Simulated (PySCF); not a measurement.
A structure optimised at PBE-D3(BJ)/def2-SVP, used in a PySCF frequency run:

```
C
C 1 1.3651
H 2 1.1056 1 116.50
C 1 1.4655 2 122.31 3 180.00
C 4 1.3536 1 125.88 2 180.00
H 5 1.1004 4 120.97 1 180.00
H 5 1.1010 6 116.69 4 180.00
H 4 1.1025 5 117.67 6 0.00
C 2 1.4969 3 114.87 1 180.00
H 9 1.1060 2 113.79 3 180.00
H 9 1.1121 10 107.64 8 123.18
H 9 1.1121 10 107.64 11 113.65
C 1 1.5095 2 120.02 3 0.00
H 13 1.1067 1 111.42 2 0.00
H 13 1.1109 14 108.05 1 122.58
H 13 1.1109 14 108.05 15 114.85
```
Charge 0, spin multiplicity 1.

Problem. Write its SMILES, formula and point group.

Solution. C=C/C(C)=C\C, C₆H₁₀, Cs

Problem. What are its rotational constants (standard atomic weights)?

Solution. 5.3866, 2.5082, 1.7491 GHz
